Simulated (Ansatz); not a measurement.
Sn(NH2)H3 (SnNH₅). Total charge 0; singlet. Geometry r2SCAN-D4/def2-TZVP.

Cartesian coordinates in Å:
```
Sn 0.263 -0.643 -0.317
N -0.161 1.210 0.425
H -0.295 1.194 1.431
H -1.013 1.593 0.028
H 1.702 -1.125 0.458
H 0.475 -0.427 -1.994
H -0.972 -1.802 -0.030
```

In the def2 sets Sn takes a core potential, while STO-3G treats all electrons; there is no spin–orbit coupling.

Problem. Estimate the orbital energies around the gap (eV) in Ansatz with HF/STO-3G, LDA (SPW92)/def2-TZVP, PBE-D4/def2-TZVP, PBE-D4/def2-TZVPD, PBE0-D4/def2-SVP.

Solution. 
```tsv
orbital	HF/STO-3G	LDA (SPW92)/def2-TZVP	PBE-D4/def2-TZVP	PBE-D4/def2-TZVPD	PBE0-D4/def2-SVP
HOMO−13	-96.84	-88.71	-88.96	-88.99	-94.56
HOMO−12	-96.82	-88.69	-88.94	-88.98	-94.54
HOMO−11	-28.09	-25.54	-25.55	-25.59	-28.47
HOMO−10	-24.14	-25.44	-25.45	-25.49	-28.35
HOMO−9	-24.11	-25.42	-25.43	-25.46	-28.32
HOMO−8	-23.94	-25.31	-25.33	-25.37	-28.22
HOMO−7	-23.91	-25.31	-25.33	-25.37	-28.21
HOMO−6	-23.88	-20.27	-20.36	-20.40	-22.60
HOMO−5	-15.18	-12.95	-12.73	-12.76	-14.31
HOMO−4	-14.83	-11.46	-11.40	-11.44	-12.90
HOMO−3	-11.27	-8.81	-8.69	-8.74	-10.00
HOMO−2	-10.35	-7.93	-7.87	-7.90	-9.05
HOMO−1	-10.19	-7.92	-7.84	-7.87	-9.05
HOMO	-7.81	-5.95	-5.83	-5.91	-6.99
LUMO	10.98	-1.14	-0.97	-1.09	0.25
LUMO+1	12.20	-0.38	-0.20	-0.67	1.18
LUMO+2	13.11	0.28	0.44	0.11	1.53
LUMO+3	13.21	0.57	0.74	0.34	1.91
LUMO+4	19.86	1.24	1.34	0.42	2.97
LUMO+5	20.86	1.70	1.78	1.20	4.04
```
